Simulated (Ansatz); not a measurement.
A structure relaxed at PBE-D4/def2-TZVP in Ansatz, charge 0, singlet:

Cartesian coordinates in Å:
```
Pt -0.397 0.030 -1.154
O -0.438 0.174 0.801
O 0.835 -0.204 0.353
```

(1) Give its formula and point group.

(2) Summarise the bond lengths by kind (pairs closer than 1.2 times the sum of covalent radii, bridged metal pairs left out).

Answers

(1) PtO2. Point group C2v (tolerance 0.1 Å).

(2) 2 × O–Pt 1.96 Å; 1 × O–O 1.40 Å. The metal has 2 neighbours: O 1.96 Å, O 1.96 Å.

In the def2 sets Pt takes a core potential; there is no spin–orbit coupling. The structure holds 1 bond(s) between oxygen atoms. The restricted singlet is unstable towards broken spin symmetry in Hartree–Fock (as tested in another run); at PBE-D4/def2-TZVP this wasn't settled. Another isomer (singlet) lies 2.19 eV lower at PBE0-D4/def2-TZVP; other spin states weren't run for this one.
